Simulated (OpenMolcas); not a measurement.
Computed levels of 5s2 5p2 in ions with 50 electrons, in cm-1 above 3P0.

```
Program             : OpenMolcas
Method              : CASSCF
Basis               : ANO-RCC-VTZP
Scalar Hamiltonian  : DKH2, point nucleus
Spin-orbit coupling : state interaction with AMFI integrals over the reference wave functions, term energies averaged over their components
```

Active space for each ion: 4 electrons in 8 orbitals (5s 5p 6s 6p).

| Level | Sn | Sb+ | Te2+ | Xe4+ |
| --- | --- | --- | --- | --- |
| 3P1 | 1359 | 2525 | 4018 | 7895 |
| 3P2 | 2944 | 5082 | 7577 | 13325 |
| 1D2 | 9894 | 14002 | 18285 | 28141 |
| 1S0 | 16218 | 22644 | 28780 | 41865 |

Estimate 3P2, 1D2, 1S0 for I3+ from its neighbours Te2+ and Xe4+.

3P2 is fine structure, which grows about as the fourth power of a screened charge, so the fourth roots are averaged: ((7577^0.25 + 13325^0.25) / 2)^4 = 10149. The calculation gives 10443, so the estimate is off by -2.8 %.
1D2 is another term, which grows about linearly with the charge: (18285 + 28141) / 2 = 23213. The calculation gives 23059, so the estimate is off by +0.7 %.
1S0 is another term, which grows about linearly with the charge: (28780 + 41865) / 2 = 35322. The calculation gives 35135, so the estimate is off by +0.5 %.

Active for correlation alone: 6p 6s; no level in the range computed is led by a configuration that fills them, so any true level of that kind is missing (holds for Sn; Te2+; I3+; Xe4+). The run also gave levels led by 5s2 5p 6s, which use shells meant for correlation; these and all levels above them are left out (holds for Sb+). Levels of configurations outside the active space are missing.
